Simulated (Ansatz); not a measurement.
`C[S][SnH]([F])[Cl]` + CH₃OH → `C[O][SnH]([F])[Cl]` + CH₃SH at 400 K and 1 bar (ligand exchange at the Sn–S bond).

Computed with Ansatz on PBE0-D4/def2-TZVP structures; ΔE is electronic, products minus reactants. CBS: MP2 limit from def2 TZ/QZ plus the TZ coupled-cluster correction, frozen cores. This one scheme is used for every species. Elements past krypton have def2 core potentials. For Sn outer-core shells are correlated without core-valence functions, which leaves a few kJ/mol of doubt a bond. Each species was taken in one conformer, which may not be the lowest.

```
             species  CCSD(T)/CBS energy (Eh)  H − E (kJ/mol)  S (J/(mol·K))
`C[S][SnH]([F])[Cl]`              -1211.93328           166.3          432.3
               CH₃OH               -115.61712           151.2          252.6
`C[O][SnH]([F])[Cl]`               -889.30712           171.0          417.1
               CH₃SH               -438.22835           138.7          269.4
```

H − E and S are ideal-gas, rigid-rotor, harmonic terms from PBE0-D4/def2-TZVP, for one conformer and one mirror image of each species. 1 Eh = 2625.50 kJ/mol, R = 8.31446 J/(mol·K).

Problem. By hand: ΔE, ΔH, ΔS and ΔG.

Solution. ΔE = (-889.30712) + (-438.22835) − (-1211.93328) − (-115.61712) = 0.01493 Eh = 39.2 kJ/mol. Δ(H − E) = 171.0 + 138.7 − 166.3 − 151.2 = -7.8, so ΔH = 31.4 kJ/mol. ΔS = 417.1 + 269.4 − 432.3 − 252.6 = 1.6 J/(mol·K). ΔG = 31.4 − 400 × (1.6)/1000 = 30.8 kJ/mol.

Problem. By hand: the equilibrium constant, and the temperature at which ΔG would vanish if ΔH and ΔS stayed fixed.

Solution. log₁₀ K = −ΔG/(RT ln 10) = -4.0. ΔG = 0 at ΔH/ΔS = 19625 K, far beyond where these terms or the molecules hold.

The number of gas molecules stays the same, so ΔS is small and ΔH decides. A doubt of 5 kJ/mol in ΔE shifts log₁₀ K by 0.7 here. Other conformers and mirror images would add mixing entropy, several J/(mol·K) or more a flexible species. Modes under 60 cm⁻¹, often nearly free rotors, make the harmonic entropy too high. These are equilibria of isolated gas molecules and say nothing of rates. Largest T1 diagnostic: 0.014 (customary marks: 0.02 for closed shells, 0.045 for open ones).
